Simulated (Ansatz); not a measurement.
CH$_{6}$BNO$_{2}$, SMILES `COB(N)O`, relaxed with RKS PBE-D4/def2-SVP in Ansatz from a rough embedded geometry. The force threshold is 0.03 eV/Å; the program also tests the step.

The species carries charge 0 and has multiplicity 1.

Start:

```xyz
11

C     0.206   -0.184    1.635
O     0.168   -1.076    0.598
B    -0.184   -0.373   -0.680
N     1.017    0.139   -1.520
O    -1.548   -0.297   -1.110
H     0.962    0.674    1.476
H    -0.801    0.330    1.789
H     0.479   -0.639    2.598
H     0.849   -0.302   -2.430
H     0.744    1.169   -1.656
H    -1.893    0.558   -0.700
```

```json
{"step": "1", "energy (eV)": "-7382.5469", "largest force (eV/Å)": "2.581", "largest move (Å)": "0.000"}
{"step": "2", "energy (eV)": "-7382.9797", "largest force (eV/Å)": "1.470", "largest move (Å)": "0.108"}
{"step": "3", "energy (eV)": "-7383.2652", "largest force (eV/Å)": "1.444", "largest move (Å)": "0.197"}
{"step": "4", "energy (eV)": "-7383.5012", "largest force (eV/Å)": "2.995", "largest move (Å)": "0.195"}
{"step": "5", "energy (eV)": "-7383.8281", "largest force (eV/Å)": "0.941", "largest move (Å)": "0.200"}
{"step": "6", "energy (eV)": "-7384.0122", "largest force (eV/Å)": "0.638", "largest move (Å)": "0.200"}
{"step": "7", "energy (eV)": "-7384.1622", "largest force (eV/Å)": "0.842", "largest move (Å)": "0.195"}
{"step": "8", "energy (eV)": "-7384.3102", "largest force (eV/Å)": "0.637", "largest move (Å)": "0.200"}
{"step": "9", "energy (eV)": "-7384.4281", "largest force (eV/Å)": "0.493", "largest move (Å)": "0.200"}
{"step": "10", "energy (eV)": "-7384.5183", "largest force (eV/Å)": "0.333", "largest move (Å)": "0.200"}
{"step": "11", "energy (eV)": "-7384.5865", "largest force (eV/Å)": "0.325", "largest move (Å)": "0.200"}
{"step": "12", "energy (eV)": "-7384.6413", "largest force (eV/Å)": "0.138", "largest move (Å)": "0.200"}
{"step": "13", "energy (eV)": "-7384.6556", "largest force (eV/Å)": "0.111", "largest move (Å)": "0.112"}
{"step": "14", "energy (eV)": "-7384.6810", "largest force (eV/Å)": "0.166", "largest move (Å)": "0.197"}
{"step": "15", "energy (eV)": "-7384.6947", "largest force (eV/Å)": "0.237", "largest move (Å)": "0.199"}
{"step": "16 (rejected)", "energy (eV)": "-7384.6945", "largest force (eV/Å)": "0.357", "largest move (Å)": "0.178"}
{"step": "17", "energy (eV)": "-7384.7030", "largest force (eV/Å)": "0.091", "largest move (Å)": "0.089"}
{"step": "18", "energy (eV)": "-7384.7078", "largest force (eV/Å)": "0.097", "largest move (Å)": "0.100"}
{"step": "19 (rejected)", "energy (eV)": "-7384.7063", "largest force (eV/Å)": "0.326", "largest move (Å)": "0.113"}
{"step": "20", "energy (eV)": "-7384.7083", "largest force (eV/Å)": "0.139", "largest move (Å)": "0.056"}
{"step": "21", "energy (eV)": "-7384.7116", "largest force (eV/Å)": "0.007", "largest move (Å)": "0.057"}
{"step": "22", "energy (eV)": "-7384.7120", "largest force (eV/Å)": "0.075", "largest move (Å)": "0.061"}
{"step": "23", "energy (eV)": "-7384.7122", "largest force (eV/Å)": "0.037", "largest move (Å)": "0.006"}
{"step": "24", "energy (eV)": "-7384.7124", "largest force (eV/Å)": "0.004", "largest move (Å)": "0.011"}
```

End:

```xyz
11

C     0.348   -0.047    1.546
O    -0.746   -0.052    0.662
B    -0.556    0.008   -0.712
N     0.726    0.076   -1.320
O    -1.682    0.001   -1.513
H     0.971    0.872    1.442
H    -0.032   -0.080    2.588
H     1.014   -0.930    1.400
H     1.605    0.079   -0.810
H     0.828    0.120   -2.331
H    -2.476   -0.045   -0.952
```

It took 26 s on 4 threads of a server CPU on a shared host, with 0.15 GiB of host memory at the peak.
